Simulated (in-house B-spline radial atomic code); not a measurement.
A run on Mn (an excited or competing configuration) that did not converge. Method: scalar-relativistic (X2C) LC-wPBE, spin-polarised, spherical fractional occupations, Fermi nucleus of rms radius 3.7057 fm; computed with a B-spline radial code for spherical atoms.

Command:
```bash
python run_scf.py task.json out
```
Settings (nuclear radius in fm, mass in u):
```
Z                25
configuration    [Ar] 3d4 4s2 4d1
hamiltonian      x2c
method           lc_wpbe
spin_polarised   True
nucleus          fermi
rms_radius       3.7057
atomic_mass      54.93804
speed_of_light   137.035999084
```

First and last ten iterations of the last attempt (damped for 15 steps, keeping 80 % of the old Fock matrix, then DIIS):
```
 iter        energy (Eh)    residual
    1       -1146.209092    3.58e-01
    2       -1151.761488    4.14e-01
    3       -1154.484791    2.86e-01
    4       -1156.009920    1.91e-01
    5       -1156.838884    1.22e-01
    6       -1157.277473    8.21e-02
    7       -1157.502816    5.94e-02
    8       -1157.615297    4.57e-02
    9       -1157.670563    3.58e-02
   10       -1157.697766    2.83e-02
  111       -1157.726177    3.70e-07
  112       -1157.726177    3.70e-07
  113       -1157.726177    3.70e-07
  114       -1157.726177    3.70e-07
  115       -1157.726177    3.70e-07
  116       -1157.726177    3.24e-07
  117       -1157.726177    3.70e-07
  118       -1157.726177    3.70e-07
  119       -1157.726177    3.70e-07
  120       -1157.726177    3.70e-07
 not converged after 120 iterations
```

The smallest residual met was 3.2e-07; the threshold is about 2e-07. Over the last five steps the energy moves by less than 1e-08 hartree, but the orbitals didn't meet the threshold. Run time, properties included: 14 s on 1 thread of Arm Neoverse V1, on a shared host.
